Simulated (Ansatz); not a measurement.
Relaxation of CH$_{8}$GeSSi (12 atoms, charge 0, multiplicity 1), to a largest force component of 0.02 eV/Å in at most 50 steps.

Method: RKS PBE/def2-SVP (Ansatz).

```xyz
12
Properties=species:S:1:pos:R:3
C -1.522 1.320 -0.205
S -0.469 1.505 1.219
Ge 0.165 -0.613 1.101
Si 1.655 -0.904 -0.719
H -0.984 1.099 -1.142
H -2.075 2.354 -0.384
H -2.315 0.591 -0.026
H -0.185 2.078 2.442
H 0.987 -0.951 2.445
H 2.730 0.000 -0.591
H 0.823 -0.630 -1.928
H 2.078 -2.297 -0.727
```

**Question.** Where does it end, and by what steps?

**Answer.** The forces met the threshold. The force dipped under the threshold on the way, but the program's further checks kept it going. After 20 steps the energy has fallen by 3.130 eV; H8 moved furthest, 0.95 Å.

| step | energy less start (eV) | largest force component (eV/Å) | accepted |
| --- | --- | --- | --- |
| 0 | 0.0000 | 3.624 | yes |
| 1 | -1.7203 | 2.863 | yes |
| 2 | -2.5167 | 1.686 | yes |
| 3 | -2.8446 | 1.600 | yes |
| 4 | -3.0708 | 0.437 | yes |
| 5 | -3.1039 | 0.368 | yes |
| 6 | -3.1178 | 0.162 | yes |
| 7 | -3.1237 | 0.092 | yes |
| 8 | -3.1261 | 0.048 | yes |
| 9 | -3.1263 | 0.063 | yes |
| 10 | -3.1267 | 0.030 | yes |
| 11 | -3.1275 | 0.016 | yes |
| 12 | -3.1279 | 0.084 | yes |
| 13 | -3.1286 | 0.058 | yes |
| 14 | -3.1290 | 0.027 | yes |
| 15 | -3.1292 | 0.019 | yes |
| 16 | -3.1294 | 0.037 | yes |
| 17 | -3.1295 | 0.027 | yes |
| 18 | -3.1294 | 0.043 | no |
| 19 | -3.1296 | 0.006 | yes |
| 20 | -3.1297 | 0.009 | yes |

```xyz
12
Properties=species:S:1:pos:R:3
C -1.458 1.538 -0.181
S -0.181 1.448 1.127
Ge 0.106 -1.055 1.403
Si 1.531 -0.986 -0.626
H -0.939 1.290 -1.126
H -1.864 2.565 -0.238
H -2.258 0.796 0.002
H -1.016 1.696 2.181
H 1.401 -0.660 2.282
H 2.565 0.116 -0.725
H 0.721 -0.898 -1.905
H 2.281 -2.297 -0.707
```

Time of the run: 32 s on 2 threads of Intel(R) Xeon(R) 6975P-C (Granite Rapids), on a shared host, peak memory 0.28 GiB.
